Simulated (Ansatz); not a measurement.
Molecule: InO2, net charge 0, doublet state. It need not be the lowest isomer of its formula. SMILES: [O][In][O]
Geometry from a B3LYP-D3(BJ)/def2-TZVP (Ansatz, a program for electronic structure) optimisation:
```
In
O 1 1.8777
O 1 1.8777 2 180.00
```
Charge 0, spin multiplicity 2.

Question: Give the harmonic wavenumbers at B3LYP-D3(BJ)/def2-TZVP (Ansatz, finite differences of forces, unscaled).

Answer: 160, 167, 396, 666 cm⁻¹. Zero-point energy 2.0 kcal/mol.

Question: From these and the geometry, give the ideal-gas thermochemistry at 298.15 K and 1 atm (rigid rotor, harmonic oscillator).

Answer: Point group D∞h, rotational symmetry number 2. Rotational constants 4.479, 4.479 GHz. S(trans) 40.86, S(rot) 14.99, S(vib) 6.34, S(elec, spin only) 1.38, S 63.6 cal/(mol K). H(298) - H(0) 3.13 kcal/mol; G - E(el) -13.8 kcal/mol.
